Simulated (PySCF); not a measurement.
Job file and geometry (Å, from GFN2-xTB) of an NMR shielding run on SMILES O=C(Cl)c1cccs1, C5H3ClOS, GIAO PBE0/pcSseg-1 NMR shielding, non-relativistic, gas phase (PySCF 2.14.0, density-fitted response routines); density fitting, a coarse starting grid and PySCF grid level 2 are the driver's defaults:

```
$ OMP_NUM_THREADS=1 python probes_run.py task.json out

{"job": {"kind": "nmr", "xc": "PBE0", "basis": "pcSseg-1"}, "charge": 0, "multiplicity": 1}
O      2.645628     1.140277     1.050564
C      2.049443     0.289896     0.468574
Cl     2.938933    -1.098996    -0.206027
C      0.639921     0.206447     0.211524
C     -0.094100    -0.750677    -0.452545
C     -1.462231    -0.454839    -0.482635
C     -1.757779     0.717261     0.154148
S     -0.379630     1.485870     0.803668
H      0.347090    -1.624687    -0.894834
H     -2.199763    -1.078803    -0.953563
H     -2.722086     1.170923     0.275163
```

Q: What does the program print?

A: 
```
coarse grid: 11624 points
cycle   1  E = -1125.0951769345  dE =  1.650e+00  |g| = 8.115e-01  |ddm| = 3.661e+00
cycle   2  E = -1124.5741526671  dE =  5.210e-01  |g| = 1.836e+00  |ddm| = 2.311e+00
cycle   3  E = -1125.2197563835  dE = -6.456e-01  |g| = 1.882e-01  |ddm| = 1.799e+00
cycle   4  E = -1125.2257577421  dE = -6.001e-03  |g| = 1.128e-01  |ddm| = 3.412e-01
cycle   5  E = -1125.2288162275  dE = -3.058e-03  |g| = 3.236e-02  |ddm| = 1.547e-01
cycle   6  E = -1125.2290873162  dE = -2.711e-04  |g| = 8.847e-03  |ddm| = 4.288e-02
cycle   7  E = -1125.2291032399  dE = -1.592e-05  |g| = 3.750e-03  |ddm| = 9.963e-03
cycle   8  E = -1125.2291064064  dE = -3.166e-06  |g| = 1.284e-03  |ddm| = 4.527e-03
final grid: 106856 points
cycle   9  E = -1125.2885817907  dE = -2.836e-06  |g| = 1.377e-02  |ddm| = 3.299e-02
cycle  10  E = -1125.2884488429  dE =  1.329e-04  |g| = 2.840e-02  |ddm| = 3.712e-02
cycle  11  E = -1125.2886197806  dE = -1.709e-04  |g| = 2.257e-03  |ddm| = 2.802e-02
cycle  12  E = -1125.2886207855  dE = -1.005e-06  |g| = 5.418e-04  |ddm| = 2.524e-03
cycle  13  E = -1125.2886208588  dE = -7.325e-08  |g| = 1.271e-04  |ddm| = 7.759e-04
cycle  14  E = -1125.2886208620  dE = -3.221e-09  |g| = 6.310e-05  |ddm| = 1.806e-04
cycle  15  E = -1125.2886208630  dE = -1.016e-09  |g| = 1.120e-05  |ddm| = 7.575e-05
cycle  16  E = -1125.2886208630  dE = -3.320e-11  |g| = 3.462e-06  |ddm| = 1.794e-05
converged SCF energy = -1125.2886208630

GIAO shielding tensors (ppm)
atom      isotropic    diamagn.    paramagn.     s11        s22        s33       span
  0 O     -206.761     394.637    -601.398   -560.296   -299.959    239.973    800.269
  1 C       20.319     242.558    -222.239    -78.234     52.964     86.226    164.459
  2 Cl     526.831    1145.916    -619.085    159.361    438.189    982.943    823.582
  3 C       41.690     265.856    -224.166     -8.012     31.258    101.823    109.835
  4 C       40.388     248.635    -208.247    -34.416      7.678    147.904    182.320
  5 C       54.453     252.255    -197.802    -24.542     35.852    152.050    176.592
  6 C       38.046     260.293    -222.247    -58.121     29.188    143.070    201.190
  7 S      246.617    1056.093    -809.476     88.107    232.538    419.205    331.098
  8 H       23.475      30.522      -7.047     19.830     23.155     27.442      7.612
  9 H       24.421      30.003      -5.583     21.275     24.945     27.042      5.767
 10 H       23.905      30.151      -6.247     21.230     23.696     26.787      5.557
```

Q: Turn these shieldings into chemical shifts. Chemical shifts δ = σref − σ; $^{17}$O (σref 336.08) against H2O; $^{13}$C (σref 186.93), $^{1}$H (σref 31.72) vs TMS; $^{35}$Cl (σref 949.78) against HCl; CS2 for $^{33}$S (σref 503.73), all at this level.

A: Averaging equivalent atoms: O 0: 542.8; C 1: 166.6; C 6: 148.9; C 4: 146.5; C 3: 145.2; C 5: 132.5; Cl 2: 423; S 7: 257; H 8: 8.24; H 10: 7.81; H 9: 7.30 ppm. Unscaled 17O shifts of doubly bonded oxygen tend to come out too high, by tens of ppm or more. Experimental scales use liquid or dissolved standards, which lie at an offset from isolated H2O (liquid H2O: subtract about 36 ppm).

Size and cost of the density-fitted run: 165 basis functions, 32 s wall time on 1 thread of an x86-64 server CPU, shared host.
